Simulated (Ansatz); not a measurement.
Geometry optimisation, UKS PBE-D4/def2-SVP (Ansatz).

The input (input.yaml):

```yaml
crystal:
  periodic: [false, false, false]
  atoms:
    - { symbol: B, position_ang: [0.0, 0.0, 0.0] }
    - { symbol: Cl, position_ang: [0.0, 0.0, 2.11] }
    - { symbol: "N", position_ang: [1.3423, 0.0, -0.775] }
    - { symbol: H, position_ang: [1.8089, -0.9179, -1.0268] }
    - { symbol: H, position_ang: [1.7937, 0.9179, -1.0532] }
    - { symbol: F, position_ang: [-1.1431, 0.0, -0.66] }
    - { symbol: F, position_ang: [0.0, 0.0, 3.91] }
magnetization:
  spin_polarized: true
  initial_magnetization: 1
basis:
  gaussian: { orbitals: def2-SVP }
hamiltonian:
  xc: pbe
  dispersion: d4
relax:
  f_tol: 0.15
  max_steps: 25
  restrain:
    - { distance: [1, 6], at: 1.5, k: 30.0 }
    - { distance: [0, 1], at: 3.06, k: 30.0 }
```

Command:

```bash
$ ansatz run input.yaml --threads 2 --pin off --max-ram 3072MiB --backend cpu --events-out ev --progress --plain --runs-dir out
```

**Question.** Where does it end, and by what steps?

**Answer.** The run converged. The restraints hold the end off the free minimum; the threshold counts their pulls, which the force column leaves out. Restrained pairs: Cl2–F7 (1.80 → 1.61 Å), B1–Cl2 (2.11 → 3.04 Å). After 14 steps the energy has risen by 0.294 eV (the restraints' own energy left out); H5 moved furthest, 1.18 Å.

```tsv
step	energy less start (eV)	largest force component (eV/Å)	accepted
0	0.0000	4.299	yes
1	0.5379	4.253	yes
2	1.3991	6.455	yes
3	1.0484	3.527	yes
4	0.9014	2.971	yes
5	0.6962	3.070	yes
6	0.4631	3.185	yes
7	0.4382	3.280	yes
8	0.2919	2.738	yes
9	0.2925	3.199	yes
10	0.3384	3.967	yes
11	0.3341	3.959	yes
12	0.2640	3.352	yes
13	0.2581	3.335	no
14	0.2938	3.760	yes
```

```xyz
7
Properties=species:S:1:pos:R:3
B -0.002 0.152 -0.367
Cl -0.050 -0.151 2.660
N 1.279 -0.009 -0.869
H 2.070 -0.249 -0.271
H 1.509 0.112 -1.861
F -1.096 0.463 -1.042
F 0.091 -0.319 4.256
```

Run time: 34 s on 2 threads of Arm Neoverse V2, on a shared host, peak memory 0.16 GiB.
